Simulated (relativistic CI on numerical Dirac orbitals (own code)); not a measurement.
**Er³⁺: 4d photoemission**

Computed with this model: Dirac-Coulomb-Breit CI, orbitals from a KLI potential per configuration, model QED, valence Slater integrals scaled by 0.7, multiplet model of photoemission in the sudden approximation; configurations [Xe] 4f11 → [Kr] 4d9 4f11 5s2 5p6; 300 K; Lorentzian 0.7 eV and Gaussian 0.6 eV FWHM. Energies are those of the free ion, without screening or charge transfer. The energies are binding energies and can lie tens of eV above those of solids. S is read from ⟨S²⟩ = S(S + 1).

free ion: ground-state S = 1.47, centroid 215.74 eV. Peaks (eV, height): 205.3 (100), 207.1 (84), 208.9 (34), 210.5 (40), 213.7 (53), 216.7 (40), 217.6 (41), 218.9 (43), 220.8 (47), 223.4 (46), 226.0 (31), 229.5 (41), 232.0 (46).

Strongest unbroadened transitions for free ion:

```
Energy (eV)  Relative strength
     205.26              100.0
     206.33               47.0
     207.03               18.6
     207.21               43.6
     208.18                9.7
     210.66               16.4
     212.44               11.8
     213.74               45.1
     216.64               21.8
     217.72               12.1
     218.70               20.5
     219.17               21.5
     220.75               38.6
     223.39               24.2
     223.46               21.8
     225.98               26.0
     229.53               41.0
     232.03               49.1
```
